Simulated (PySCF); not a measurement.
## Name the molecule from its bond curve

A diatomic of charge 0 contains Cd. Its doublet curve at BP86 in a triple-zeta basis (scalar-relativistic core potentials, PySCF), in eV from the separated fragments:

```csv
R (Å),E (eV)
2.639,-0.115
2.761,-0.161
2.884,-0.184
2.976,-0.190
3.068,-0.190
3.160,-0.185
3.283,-0.175
3.436,-0.158
3.620,-0.135
3.866,-0.106
```

The fit gives ωe = 161 cm⁻¹ and the rotational constant Bₑ = 0.2797 cm⁻¹.

Problem. Which atom is the partner?

Solution. The minimum lies at 3.020 Å, so the reduced mass is 16.8576 u Å² cm⁻¹/(Bₑ·Re²) = 6.608 u. With Cd at 113.90 u the partner weighs about 7.0 u: Li. The molecule is LiCd.

Spin–orbit coupling is left out. The state is the lowest determinant that a PBE0 search found; another state may lie lower at other levels.
